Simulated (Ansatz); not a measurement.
C2H6BFO, SMILES `BC(F)OC`, relaxed with RKS PBE0-D4/def2-TZVP in Ansatz from a PBE-D4/def2-SVP geometry. The force threshold is 0.005 eV/Å; the program also tests the step.

Total charge 0; spin multiplicity 1.

Start:

```xyz
11

B     1.646   -1.108   -0.182
C     0.681    0.142    0.003
F     1.063    1.106   -0.961
O    -0.592   -0.345   -0.240
C    -1.660    0.509    0.161
H     1.660   -1.631   -1.275
H     2.337   -1.529    0.724
H     0.723    0.680    0.983
H    -1.625    0.719    1.255
H    -2.605   -0.015   -0.075
H    -1.629    1.472   -0.392
```

Task: How much energy does the relaxation release, and in how many steps? (Best estimate.)

Result: Ansatz gave: 5.84 kJ/mol, in 17 steps, 1 of them rejected.

Task: Which bonds change most? (Best estimate.)

Result: Computed: C2–F3 from 1.416 to 1.394 Å; B1–H7 from 1.215 to 1.193 Å; B1–H6 from 1.212 to 1.192 Å; C5–H9 from 1.114 to 1.096 Å.

Task: Give the relaxed structure. (Best estimate.)

Result: Computed: 
```xyz
11

B     1.624   -1.102   -0.198
C     0.691    0.168   -0.048
F     0.928    1.127   -1.032
O    -0.572   -0.365   -0.189
C    -1.628    0.497    0.195
H     2.020   -1.415   -1.278
H     1.881   -1.749    0.770
H     0.784    0.714    0.903
H    -1.514    0.808    1.240
H    -2.554   -0.065    0.084
H    -1.660    1.382   -0.447
```
